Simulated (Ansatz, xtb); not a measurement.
## Ligand exchange: H2 + Si2H6O2 → H2O + SiH2(OH)(SiH3)

Species: H2 (hydrogen), singlet; Si2H6O2 `O[SiH2][SiH2]O`, singlet; H2O (water) `O`, singlet; SiH2(OH)(SiH3) (disilanol), singlet. The partners trade H for OH: H–H and Si–OH bonds give way to H–OH and Si–H.

Shapes, held fixed at every level: PBE0-D4/def2-TZVP. Flexible molecules stand in one conformer, not always the lowest. Programs: Ansatz 0.2.0, xtb 6.7.1. Electronic energies: no zero-point or thermal term.

(1) Estimate ΔE of this reaction.

## Answers

(1) The highest level, CCSD(T)/CBS estimate, gives ΔE = +57.0 kJ/mol; the levels span +53.3 to +82.9. The column of differences is taken from that level and isn't an error. No measured value is set beside it here. The CBS estimate extrapolates MP2 from def2-TZVPP and def2-QZVPP and adds CCSD(T) − MP2 in the triple-zeta set, cores frozen; for H2 it overshoots the exact energy by about 1 mEh. Times are processor times on shared x86 and Arm servers, and rough.

```
                level                   kind  ΔE (kJ/mol)  less CCSD(T)/CBS estimate  CPU time (sum over the molecules)
             GFN2-xTB         semi-empirical        +82.9                      +25.9                             0.16 s
     SPW92/def2-TZVPP                    LDA        +56.4                       -0.6                              7.4 s
  BHLYP-D4/def2-TZVPP          global hybrid        +60.7                       +3.7                               15 s
r2SCAN0-D4/def2-TZVPP          global hybrid        +58.7                       +1.7                               24 s
    B2PLYP/def2-TZVPP          double hybrid        +58.5                       +1.5                               26 s
   CCSD(T)/def2-TZVPP  coupled cluster or CI        +55.6                       -1.4                            4.1 min
      CCSD/def2-TZVPP  coupled cluster or CI        +53.3                       -3.7                                  –
 CCSD(T)/CBS estimate  coupled cluster or CI        +57.0                        0.0                            5.5 min
```
